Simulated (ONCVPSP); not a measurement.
## What one change does to a pseudopotential (bismuth (Bi), ONCV)

ONCVPSP 4.0.1 input, shortened (lines: element, Z, core and valence counts, functional; n l f; lmax; l rc ep ncon nbas qcut; lloc lpopt rc5 dvloc0; l nproj debl; icmod fcfact rcfact), PBE, scalar-relativistic:

```
  Bi 83.00   12    3        4      upf
    1    0    2.00
    2    0    2.00
    2    1    6.00
    3    0    2.00
    3    1    6.00
    3    2   10.00
    4    0    2.00
    4    1    6.00
    4    2   10.00
    4    3   14.00
    5    0    2.00
    5    1    6.00
    5    2   10.00
    6    0    2.00
    6    1    2.00
    3
    0    1.65    0.00    3    7    3.30
    1    1.95    0.00    3    6    3.60
    2    1.90    0.00    4    8    9.70
    3    1.85    0.35    4    8    6.60
    4    5    1.25    4.00
    0    2    1.00
    1    2    2.60
    2    2    3.50
    3    1    2.70
    0    0.00    0.00
```

Change: p: rc 2.48.

Cutoffs: the cutoffs (Ha) at which the residual kinetic energy of the hardest occupied pseudo-wave falls to 1 and 0.1 mHa per electron; they do not see the model core or the augmentation charge, which bear on the density cutoff. Errors are all-electron minus pseudo energies relative to the spin-unpolarised reference configuration.

**Question.** How do hardness, ghosts and transferability respond?

**Answer.** The potential gets neither clearly harder nor softer (28 Ha and 36 Ha → 28 Ha and 36 Ha); both files keep a bound ghost (s); of the 4 tests that both files solve, the error grows in 1 and shrinks in 1 by more than 15 % and 0.3 meV (median size 10.4 → 12.8 meV).

```csv
quantity,base,changed
"cutoff, loose",28 Ha,28 Ha
"cutoff, tight",36 Ha,36 Ha
loose cutoff by channel,"s 12 Ha, p 5.8 Ha, d 28 Ha","s 12 Ha, p 5.1 Ha, d 28 Ha"
bound ghosts,s,s
GHOST(+) flags under 300 eV,p at 40.6 eV,p at 35.1 eV
"error for 5d10 6s2 6p3, meV [ΔE -7.91 eV]",+4.7,+3.5
"error for 5d10 6s2 6p1, meV [ΔE 15.25 eV]",-7.3,-7.0
"error for 5d10 6s2 6p0, meV [ΔE 38.59 eV]",-13,-19
"error for 5d9 6s2 6p4, meV [ΔE 16.29 eV]",-191,-166
s: phases at 1.68 bohr within 0.05 rad from the reference energy up to (Ha; the scan ends near 5),4.3,4.3
d: phases at 1.93 bohr within 0.05 rad from the reference energy up to (Ha; the scan ends near 5),to the end of the scan,to the end of the scan
f: phases at 1.88 bohr within 0.05 rad from the reference energy up to (Ha; the scan ends near 5),3.6,3.6
```

 A true bound ghost makes a file unfit for plane-wave use even where its test errors are small: the radial tests pick states by their node count and pass the ghost by.
